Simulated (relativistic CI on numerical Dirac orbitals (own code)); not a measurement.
# Level scheme of Sc¹²⁺

Method of calculation: Dirac-Coulomb-Breit CI, orbitals from a KLI potential per configuration, model QED, unscaled Slater integrals (own radial code, finite nucleus).

Configurations in the expansion (outside the closed core 1s2): 2s2.2p5, 2s.2p6, 2s2.2p4.3s, 2p6.3s, 2s2.2p4.3p, 2p6.3p, 2p6.3d, 2s2.2p4.3d, 2s.2p5.3s, 2s.2p5.3p, 2s.2p5.3d, 2s2.2p4.4s, 2s2.2p4.4p, 2s2.2p4.4d, 2s2.2p4.4f, 2s2.2p4.5s, 2s2.2p3.3s2, 2s2.2p4.5p, 2s2.2p4.5d, 2s2.2p4.5f, 2s2.2p4.5g, 2s.2p5.4s, 2s2.2p3.3s.3p, 2s.2p5.4p, 2s.2p5.4d, 2s2.2p3.3p2, 2s.2p5.4f, 2s2.2p3.3s.3d, 2s2.2p3.3p.3d, 2s.2p4.3s2, 2s2.2p3.3d2, 2s.2p4.3s.3p, 2s.2p5.5s, 2s.2p5.5p, 2s.2p5.5d, 2s.2p5.5f. Levels of other configurations are missing.

The lowest level is 2s2.2p5 2P°_3/2, with 100 % of that term; Hund's rules for 2s2.2p5 give 2P° with J = 3/2, in agreement.

| No. | Configuration | Term | J | E (10³ cm⁻¹) | % | Next component (%) | jj configuration (%) |
| --- | --- | --- | --- | --- | --- | --- | --- |
| 1 | 2s2.2p5 | 2P° | 3/2 | 0.0 | 100 |  | 2p3/2^3 (100) |
| 2 | 2s2.2p5 | 2P° | 1/2 | 37.8 | 100 |  | 2p1/2 2p3/2^4 (100) |
| 3 | 2s.2p6 | 2S | 1/2 | 779.3 | 100 |  | 2s (100) |
| 4 | 2p4(3P).3s | 4P | 5/2 | 3508.1 | 97 | 3 2D | 2p3/2^2 3s (81) |
| 5 | 2p4(3P).3s | 4P | 3/2 | 3525.6 | 67 | 30 2P | 2p3/2^2 3s (61) |
| 6 | 2p4(3P).3s | 4P | 1/2 | 3541.4 | 96 | 3 2S | 2p1/2 2p3/2^3 3s (39) |
| 7 | 2p4(3P).3s | 2P | 3/2 | 3550.2 | 65 | 33 4P | 2p1/2 2p3/2^3 3s (75) |
| 8 | 2p4(3P).3s | 2P | 1/2 | 3569.6 | 96 | 3 2S | 2p1/2 2p3/2^3 3s (60) |
| 9 | 2p4(1D).3s | 2D | 5/2 | 3617.3 | 97 | 3 4P | 2p1/2 2p3/2^3 3s (81) |
| 10 | 2p4(1D).3s | 2D | 3/2 | 3618.4 | 94 | 5 2P | 2p1/2 2p3/2^3 3s (85) |
| 11 | 2p4(3P).3p | 4P° | 5/2 | 3681.2 | 85 | 12 4D° | 2p3/2^2 3p3/2 (45) |
| 12 | 2p4(3P).3p | 4P° | 3/2 | 3683.1 | 78 | 8 2P° | 2p3/2^2 3p1/2 (70) |
| 13 | 2p4(3P).3p | 4P° | 1/2 | 3696.0 | 79 | 14 2P° | 2p3/2^2 3p3/2 (44) |
| 14 | 2p4(3P).3p | 4D° | 7/2 | 3703.5 | 96 | 4 2F° | 2p3/2^2 3p3/2 (83) |
| 15 | 2p4(3P).3p | 2D° | 5/2 | 3708.2 | 52 | 39 4D° | 2p3/2^2 3p1/2 (52) |
| 16 | 2p4(1S).3s | 2S | 1/2 | 3710.5 | 91 | 3 4P | 2p3/2^4 3s (56) |
| 17 | 2p4(3P).3p | 2P° | 1/2 | 3724.4 | 59 | 18 2S° | 2p3/2^2 3p3/2 (40) |
| 18 | 2p4(3P).3p | 4D° | 3/2 | 3725.4 | 79 | 12 2D° | 2p1/2 2p3/2^3 3p1/2 (61) |
| 19 | 2p4(3P).3p | 4D° | 1/2 | 3729.6 | 86 | 5 2P° | 2p3/2^2 3p1/2 (35) |
| 20 | 2p4(3P).3p | 4D° | 5/2 | 3735.6 | 48 | 44 2D° | 2p1/2 2p3/2^3 3p3/2 (87) |
| 21 | 2p4(3P).3p | 2P° | 3/2 | 3737.1 | 67 | 18 2D° | 2p1/2 2p3/2^3 3p3/2 (48) |
| 22 | 2p4(3P).3p | 4S° | 3/2 | 3748.1 | 70 | 11 4P° | 2p3/2^2 3p3/2 (41) |
| 23 | 2p4(3P).3p | 2S° | 1/2 | 3753.5 | 72 | 25 2P° | 2p1/2 2p3/2^3 3p3/2 (62) |
| 24 | 2p4(3P).3p | 2D° | 3/2 | 3753.9 | 63 | 17 4S° | 2p1/2 2p3/2^3 3p3/2 (64) |
| 25 | 2p4(1D).3p | 2F° | 5/2 | 3794.8 | 92 | 6 2D° | 2p1/2 2p3/2^3 3p1/2 (76) |
| 26 | 2p4(1D).3p | 2F° | 7/2 | 3801.8 | 96 | 4 4D° | 2p1/2 2p3/2^3 3p3/2 (83) |
| 27 | 2p4(1D).3p | 2D° | 3/2 | 3819.2 | 95 | 4 2P° | 2p1/2 2p3/2^3 3p3/2 (51) |
| 28 | 2p4(1D).3p | 2D° | 5/2 | 3823.5 | 96 | 3 2F° | 2p1/2 2p3/2^3 3p3/2 (74) |
| 29 | 2p4(1D).3p | 2P° | 3/2 | 3867.7 | 96 | 2 2D° | 2p1/2 2p3/2^3 3p1/2 (58) |
| 30 | 2p4(1D).3p | 2P° | 1/2 | 3873.4 | 97 | 1 4D° | 2p1/2 2p3/2^3 3p3/2 (67) |

Energies count from the lowest computed level; ° marks odd parity. Percentages are summed over parent terms; the parents shown are those of the largest component, closed shells are left out there. Filled j subshells are mostly left out of the jj labels.

The mean weight of the leading LS term, summed over parents, in these 30 levels is 84 %, and that of the leading jj configuration (from the same eigenvectors) 66 %, so LS coupling describes them better.

At this charge energies of transitions that change n are usually good to better than 1 %, and those within a shell (Δn = 0) to a few per cent.

LS names give the leading component of a level, which can be under half, so a name can repeat, a term be missing and a line seem to break the LS rules.
